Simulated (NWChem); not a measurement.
All runs are NWChem calculations. System: CH3FGe, charge 0, spin multiplicity 1, displaced from the optimised geometry. The structure started from a generated list of species.

Job file:

```
start mol
memory heap 100 mb stack 700 mb global 1900 mb
geometry units angstroms nocenter noautoz noautosym
  Ge    -0.470157    -0.079649     0.000000
  F      0.812880    -1.303036     0.000000
  C      0.772164     1.491383     0.000000
  H      0.241185     2.456396     0.000000
  H      1.427471     1.435706    -0.887696
  H      1.329175     1.444058     0.754542
end
basis spherical
  * library def2-svp
end
scf
  rhf
  nopen 0
  maxiter 100
  thresh 1e-7
  semidirect memsize 60000000 filesize 0
end
tce
  freeze core 11
  cr-ccsd(t)
  2eorb
  2emet 13
  thresh 1e-6
  maxiter 100
  tilesize 24
end
task tce energy
```

The output up to the point where the run's verdict is printed (cleaned and shortened):

```
             Northwest Computational Chemistry Package (NWChem) 7.3.0
             --------------------------------------------------------

                                NWChem Input Module
                                -------------------

 Scaling coordinates for geometry "geometry" by  1.889725989
 (inverse scale =  0.529177249)

                             Geometry "geometry" -> ""
                             -------------------------

 Output coordinates in angstroms (scale by  1.889725989 to convert to a.u.)

  No.       Tag          Charge          X              Y              Z
 ---- ---------------- ---------- -------------- -------------- --------------
    1 Ge                  32.0000    -0.47015700    -0.07964900     0.00000000
    2 F                    9.0000     0.81288000    -1.30303600     0.00000000
    3 C                    6.0000     0.77216400     1.49138300     0.00000000
    4 H                    1.0000     0.24118500     2.45639600     0.00000000
    5 H                    1.0000     1.42747100     1.43570600    -0.88769600
    6 H                    1.0000     1.32917500     1.44405800     0.75454200

 Effective nuclear repulsion energy (a.u.)     181.3245516590

            Nuclear Dipole moment (a.u.)
            ----------------------------
        X                 Y               Z
 ---------------- ---------------- ----------------
    -0.1857392777     0.0158094476    -0.2516245743


 Summary of "ao basis" -> "" (spherical)
 ------------------------------------------------------------------------------
       Tag                 Description            Shells   Functions and Types
 ---------------- ------------------------------  ------  ---------------------
 *                          def2-svp                  on all atoms

 Summary of "ao basis" -> "ao basis" (spherical)
 ------------------------------------------------------------------------------
       Tag                 Description            Shells   Functions and Types
 ---------------- ------------------------------  ------  ---------------------
 Ge                         def2-svp                12       32   5s4p3d
[...]
     2   0 0 2    -19.239756      0.000000      4.847141

                   NWChem Extensible Many-Electron Theory Module
                   ---------------------------------------------


            General Information
            -------------------
      Number of processors :     1
         Wavefunction type : Restricted Hartree-Fock
          No. of electrons :    50
           Alpha electrons :    25
            Beta electrons :    25
           No. of orbitals :   150
            Alpha orbitals :    75
             Beta orbitals :    75
        Alpha frozen cores :    11
         Beta frozen cores :    11
     Alpha frozen virtuals :     0
      Beta frozen virtuals :     0
         Spin multiplicity : singlet
    Number of AO functions :    75
       Number of AO shells :    33
        Use of symmetry is : off
      Symmetry adaption is : off
         Schwarz screening : 0.10D-09

          Correlation Information
          -----------------------
          Calculation type : Coupled-cluster singles & doubles w/ perturbation
   Perturbative correction : Completely renormalized (T)
            Max iterations :      100
        Residual threshold : 0.10D-05
     T(0) DIIS level shift : 0.00D+00
     L(0) DIIS level shift : 0.00D+00
     T(1) DIIS level shift : 0.00D+00
     L(1) DIIS level shift : 0.00D+00
     T(R) DIIS level shift : 0.00D+00
     T(I) DIIS level shift : 0.00D+00
   CC-T/L Amplitude update :  5-th order DIIS
                I/O scheme : Global Array Library
        L-threshold :  0.10D-05
        EOM-threshold :  0.10D-05
 no EOMCCSD initial starts read in
 TCE RESTART OPTIONS
 SLICE:      F
 D4D5:       F
 quantumc:   F
 qrotation:  F
 pwtce:      F
 qducc:      F
 nacto:                         0
 nrotv:                         0
 nrot:                          0

            Memory Information
            ------------------
          Available GA space size is     249031175 doubles
          Available MA space size is     104853028 doubles

 Maximum block size supplied by input
 Maximum block size        24 doubles

 tile_dim =     17

 -------------------------------------------------

 Global array virtual files algorithm will be used

 Parallel file system coherency ......... OK

 4-electron integrals stored in orbital form

 v2    file size   =          3617458
 4-index algorithm nr.  13 is used
 imaxsize =       30
 imaxsize ichop =        0


CCSD iterations
 ---------------------------------------------------------
 Iter          Residuum       Correlation     Cpu    Wall
 ---------------------------------------------------------
    1   0.1814802988667  -0.5389188038018     1.5     1.5
    2   0.0464662930462  -0.5452192441332     1.4     1.4
    3   0.0166089709393  -0.5551333321120     1.4     1.4
    4   0.0076367283186  -0.5565222080839     1.5     1.5
    5   0.0033153470621  -0.5576235783948     1.6     1.6
    6   0.0012938998035  -0.5581015154512     1.5     1.5
    7   0.0007904627091  -0.5581300346505     2.0     2.0
    8   0.0003576366303  -0.5581502909323     2.1     2.1
    9   0.0002652606678  -0.5581512869705     2.1     2.1
   10   0.0001249284746  -0.5581648942572     2.0     2.0
   11   0.0000327100825  -0.5581734425527     1.9     1.9
   12   0.0000181192173  -0.5581725090047     1.7     1.7
   13   0.0000109746715  -0.5581729959988     1.7     1.7
   14   0.0000076689182  -0.5581728009489     1.8     1.8
   15   0.0000050752084  -0.5581728599093     1.8     1.8
   16   0.0000016324387  -0.5581726670142     1.8     1.8
   17   0.0000010064196  -0.5581728192298     1.7     1.7
   18   0.0000007167804  -0.5581728220081     1.8     1.8
 -----------------------------------------------------------------
 Iterations converged
 CCSD correlation energy / hartree =        -0.558172822008093
 CCSD total energy / hartree       =     -2214.598859926771183

 Singles contributions

 Doubles contributions
 CR-CCSD(T)
```

The run crashed. NWChem stopped with the message: ccsd_t 3.
